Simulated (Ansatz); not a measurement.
`N[CH2][GeH2][NH2]` and `[NH2][GeH2][CH2]O` differ in one atom or group.

Ansatz, PBE0-D4/def2-TZVP geometries, multiplicity 1. Each molecule was computed in one conformer, which needn't be the lowest.

Scalar relativity is left out up to krypton.

| property | `N[CH2][GeH2][NH2]` |
| --- | --- |
| HOMO–LUMO gap (PBE0/def2-TZVPP) / eV | 7.25 |
| size of the dipole moment (PBE/def2-TZVPP) / D | 2.38 |
| LUMO energy (ωB97M-V/def2-TZVPP) / eV | 2.11 |
| size of the dipole moment (ωB97M-V/def2-TZVPP) / D | 2.43 |
| size of the dipole moment (B3LYP/def2-TZVPP) / D | 2.43 |
| LUMO energy (PBE/def2-TZVPP) / eV | -0.24 |

Problem. What does the change do to each property? (An estimate is asked.)

Solution. The calculation gave: 
```tsv
property	`[NH2][GeH2][CH2]O`	shift
HOMO–LUMO gap (PBE0/def2-TZVPP) / eV	7.46	0.21
size of the dipole moment (PBE/def2-TZVPP) / D	2.46	0.08
LUMO energy (ωB97M-V/def2-TZVPP) / eV	1.79	-0.32
size of the dipole moment (ωB97M-V/def2-TZVPP) / D	2.66	0.23
size of the dipole moment (B3LYP/def2-TZVPP) / D	2.60	0.17
LUMO energy (PBE/def2-TZVPP) / eV	-0.60	-0.36
```

With PBE0 the HOMO falls by 0.58 eV and the LUMO falls by 0.36 eV, so the gap widens by about 0.22 eV. PBE moves the HOMO by -0.48 eV and ωB97M-V by -0.57 eV. Dipoles are sizes alone; their direction can turn.

B3LYP here is the variant with VWN-RPA as its local correlation; programs differ in this.
